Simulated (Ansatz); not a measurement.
Z-matrix (Å, degrees):
```
C
C 1 1.519
H 1 1.092 2 110.3
H 1 1.091 2 111.2 3 120.5
H 1 1.095 2 111.2 3 -118.9
C 2 1.521 1 111.7 3 58.8
N 2 1.480 1 111.2 3 -175.8
H 2 1.098 1 107.4 3 -59.3
H 6 1.091 2 110.9 1 -178.6
H 6 1.093 2 110.8 1 61.2
H 6 1.093 2 110.4 1 -58.4
Si 7 1.738 2 120.7 1 -48.5
Si 7 1.708 2 117.2 1 136.1
H 12 1.488 7 112.4 2 75.4
H 12 1.483 7 107.0 2 -165.1
H 12 1.487 7 111.4 2 -45.4
Cl 13 2.070 7 113.2 2 75.2
H 13 1.478 7 109.6 2 -165.7
H 13 1.481 7 109.5 2 -41.5
```

The species carries charge 0 and has multiplicity 1.

Problem. List the PBE0/def2-TZVPP orbital energies in eV (the Gaussian-basis code of Ansatz). (An estimate is asked.)

Solution. The calculation gave: Occupied: -2767.08, -1803.58, -1802.81, -391.28, -279.61, -278.17, -277.96, -258.95, -197.21, -197.10, -197.09, -145.78, -145.12, -100.49, -100.43, -100.42, -99.79, -99.77, -99.76, -25.11, -22.85, -21.42, -19.59, -16.99, -15.67, -14.40, -13.25, -12.82, -12.34, -11.38, -11.22, -10.94, -10.69, -10.29, -10.15, -9.85, -9.74, -9.46, -8.95, -8.70, -7.42. Lowest empty: 0.29, 0.63, 1.13, 1.25, 1.44, 1.48, 1.81, 1.91.
